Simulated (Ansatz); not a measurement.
System: C$_{5}$H$_{10}$Si, net charge 0, singlet state. 
Coordinates optimised at B3LYP-D3(BJ)/def2-TZVP (Ansatz, an electronic-structure program):
```
C
C 1 1.3367
H 2 1.0835 1 124.59
C 2 1.5065 3 122.27 1 -177.68
H 4 1.0924 2 112.86 3 -46.78
H 4 1.0967 5 106.39 2 -120.76
C 1 1.5202 2 110.15 3 -177.67
H 7 1.0924 1 112.82 2 -135.69
H 7 1.0960 8 106.36 1 120.39
C 4 1.5435 5 112.84 6 -123.08
H 10 1.0897 4 112.92 5 93.93
H 10 1.0915 11 107.44 7 -120.47
Si 1 1.8553 2 125.31 3 0.15
H 13 1.4820 1 109.88 2 1.43
H 13 1.4847 14 109.16 1 -121.53
H 13 1.4850 14 109.11 15 -116.88
```

Wanted: atomisation energy (electronic, to ground-state atoms), in kcal/mol. Cores are frozen in the correlated levels unless marked. UHF or UKS for open shells. No spin-orbit coupling. Non-relativistic. The coupled-cluster limit lacks core correlation, which all-electron functionals hold. Basis-set limits of correlation are two-point, X^-3; Hartree-Fock from the larger set.

```tsv
level	program	atomisation energy (kcal/mol)	minus last row
PBE0/def2-TZVPD	Ansatz	1535.6	4.5
BHLYP-D4/def2-TZVPD	Ansatz + dftd4	1499.2	-31.9
MP2/STO-3G	Ansatz	1625.1	94.0
MP2/cc-pV(D+d)Z	Ansatz	1444.4	-86.7
MP2/aug-cc-pV(T+d)Z	Ansatz	1520.5	-10.6
RI-MP2/cc-pV(Q+d)Z	Ansatz	1535.3	4.2
RI-MP2/CBS(cc-pV(T+d)Z,cc-pV(Q+d)Z)	Ansatz	1549.5	18.4
CCSD/cc-pV(D+d)Z	Ansatz	1411.7	-119.4
CCSD(T) with core electrons (1s frozen past Ne)/cc-pwCVTZ	Ansatz	1503.6	-27.5
CCSD(T)/CBS(cc-pV(T+d)Z,cc-pV(Q+d)Z)	Ansatz	1531.1	0.0
```
